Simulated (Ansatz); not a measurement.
Triflate (`O=S(=O)([O-])C(F)(F)F`). Total charge -1; spin multiplicity 1. All single points use the PBE0-D4/def2-TZVPD geometry.

```xyz
8

O     1.289    1.255   -0.686
S     0.111    0.440   -0.889
O    -1.132    1.166   -1.033
O     0.279   -0.690   -1.776
C    -0.095   -0.377    0.762
F    -0.271    0.518    1.745
F    -1.157   -1.197    0.785
F     0.975   -1.115    1.092
```

Task: Give the Mulliken charges with r2SCAN, ωB97M-V, B3LYP in def2-TZVPPD. (Estimate.)

Result: Computed: 
```
atom  r2SCAN  ωB97M-V  B3LYP
  O1   -0.69    -0.66  -0.69
  S2    1.14     1.11   1.16
  O3   -0.69    -0.66  -0.69
  O4   -0.69    -0.66  -0.69
  C5    0.69     0.61   0.77
  F6   -0.26    -0.24  -0.29
  F7   -0.26    -0.24  -0.29
  F8   -0.26    -0.24  -0.29
```

B3LYP here is the variant with VWN-RPA as its local correlation; programs differ in this.
